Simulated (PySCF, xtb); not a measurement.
C₂H₁₀N₂OSi, SMILES C[C@@H](N)[Si@H](N)O.

GFN2-xTB run with xtb at its own geometry gives an orbital gap of 6.12 eV and a dipole moment of 2.27 D.

The structure is a stationary point at r2SCAN-D4/def2-SVP. The structure was generated by enumeration; whether it is a known compound was not checked. The values are those of a single conformer.

**Question.** What does PBE0/def2-TZVP (PySCF) give? (Estimate from the structure and the level; the computed values follow.)

**Answer.** gap 7.64 eV (levels -7.23 and 0.42 eV), dipole 2.73 D.
